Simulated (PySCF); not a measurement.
Species: C4H3O2 (charge 0, doublet). It need not be the lowest isomer of its formula. SMILES: [O]c1ccco1
Geometry: optimised at B3LYP-D3(BJ)/def2-TZVP (Ansatz).

Dispersion corrections to the total energy (kcal/mol) from the dftd3 and dftd4 libraries through PySCF: D3(BJ) without and D4 with the three-body term, each with the damping fitted for the functional named.

```
functional  D3(BJ)      D4
----------  ------  ------
B2PLYP       -3.43   -3.12
revPBE      -11.46  -15.88
BP86             ?   -5.81
PW6B95           ?   -4.00
PBE0         -3.70       ?
B3LYP        -7.58   -7.22
CAM-B3LYP    -3.24   -3.70
```

**Question.** Fill in the missing entries.

**Answer.** 
- BP86, D3(BJ): -6.73
- PW6B95, D3(BJ): -2.03
- PBE0, D4: -3.72
